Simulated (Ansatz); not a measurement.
A nudged elastic band was laid between two geometries of C2H10NSbSi (15 atoms, charge 0, multiplicity 1).

The calculation used RKS B3LYP/def2-SVP (Ansatz).

```json
{"movable images": "5", "climbing image": "yes", "spring": "5.0 eV/Å²", "optimiser": "quadratic models (default)", "start path": "through a guess of the saddle point", "force threshold": "0.05 eV/Å", "iteration limit": "42", "end points": "relaxed"}
```

Initial state:

```xyz
15
Properties=species:S:1:pos:R:3
C -1.005 1.125 1.520
C -0.189 0.993 0.226
Si 0.576 -0.719 -0.043
N -0.689 -1.922 -0.029
Sb 2.056 -0.777 -2.229
H -1.462 2.125 1.610
H -0.376 0.969 2.411
H -1.814 0.379 1.559
H 0.631 1.733 0.198
H -0.818 1.222 -0.655
H 1.484 -1.080 1.091
H -1.411 -1.898 -0.745
H -0.452 -2.885 0.192
H 2.691 0.799 -1.925
H 0.756 -0.113 -3.153
```

Final state:

```xyz
15
Properties=species:S:1:pos:R:3
C -1.074 1.108 1.629
C -0.512 1.084 0.200
Si 0.462 -0.484 -0.230
N -0.571 -1.874 -0.011
Sb 1.393 -0.228 -2.691
H -1.668 2.018 1.818
H -0.266 1.079 2.379
H -1.722 0.236 1.817
H 0.149 1.952 0.025
H -1.331 1.186 -0.537
H 1.603 -0.680 0.715
H -1.416 -1.968 -0.569
H -0.141 -2.786 0.122
H 2.453 -1.568 -2.456
H 2.620 0.873 -2.181
```

Question: Which bonds break or form, and what moves?

Answer: No bond is made or broken. The dihedral C2–Si3–Sb5–H15 goes from -51 to 75°.

Question: What energy profile does the band end with?

Answer: The run converged. The highest image is number 3 of 0 to 6, 0.040 eV above the first end and 0.033 eV above the last; the last end lies 0.007 eV above the first. A vibrational analysis at the climbing image gives one clearly imaginary mode, 87i cm⁻¹: a first-order saddle point.

| image | path coordinate (Å) | energy (eV) | dihedral C2–Si3–Sb5–H15 (°) |
| --- | --- | --- | --- |
| 0 | 0.00 | 0.000 | -51 |
| 1 | 0.76 | 0.007 | -31 |
| 2 | 1.52 | 0.026 | -9 |
| 3 | 2.27 | 0.040 | 14 |
| 4 | 3.00 | 0.032 | 35 |
| 5 | 3.72 | 0.015 | 55 |
| 6 | 4.44 | 0.007 | 75 |

Question: What is the geometry of the highest image?

Answer: 
```xyz
15
Properties=species:S:1:pos:R:3:forces:R:3
C -1.054 1.114 1.517 0.00 0.00 -0.01
C -0.396 0.986 0.135 0.00 0.00 0.01
Si 0.499 -0.660 -0.154 0.00 0.01 0.00
N -0.629 -1.964 0.117 0.00 0.01 0.01
Sb 1.607 -0.665 -2.566 0.01 0.00 0.00
H -1.603 2.065 1.618 0.00 0.00 0.00
H -0.304 1.079 2.324 0.00 0.00 0.00
H -1.764 0.292 1.698 0.00 0.00 0.00
H 0.332 1.798 -0.035 0.00 0.00 0.00
H -1.152 1.101 -0.664 0.00 0.00 0.00
H 1.589 -0.876 0.846 0.00 0.00 0.00
H -1.451 -2.048 -0.476 0.00 -0.01 0.00
H -0.265 -2.888 0.333 0.00 -0.01 0.00
H 3.182 -0.419 -1.910 0.00 0.00 0.00
H 1.389 1.036 -2.754 -0.01 0.00 0.00
```

Time of the run: 4.5 min on 2 threads of Arm Neoverse V1, with other jobs on the host, peak memory 0.41 GiB.
